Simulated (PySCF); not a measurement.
# Excitation energy of Cu⁺ by level of theory

Cu⁺ [Ar] 3d10 (1S) → Cu⁺ [Ar] 3d9 4s1 (3D), as a difference of total energies. Computed with PySCF 2.14 in dyall-av2z, with the non-relativistic Hamiltonian (point nucleus). Correlated levels: valence: [Ar] frozen; virtual orbitals above 40 to 60 times the deepest correlated orbital energy dropped. The calculations carry no spin-orbit coupling.

| method | excitation energy (eV) | difference from reference (eV) |
| --- | --- | --- |
| UHF | 1.148 | -1.660 |
| LDA | 3.480 | +0.672 |
| PBE | 3.148 | +0.340 |
| PBE0 | 2.819 | +0.011 |
| r2SCAN | 2.738 | -0.070 |
| HSE06 | 2.756 | -0.052 |
| wB97X-V | 3.174 | +0.366 |
| B97-3 | 2.946 | +0.138 |
| TPSSh | 2.926 | +0.118 |
| MP2 (valence) | 3.770 | +0.962 |
| SCS-MP2 (valence) | 3.497 | +0.689 |

Reference: 2.808 eV (measured; NIST levels, between the centres of gravity of the two terms).

These non-relativistic numbers lack the scalar-relativistic shift.

Errors of the correlated levels include the incompleteness of this basis and the frozen core.
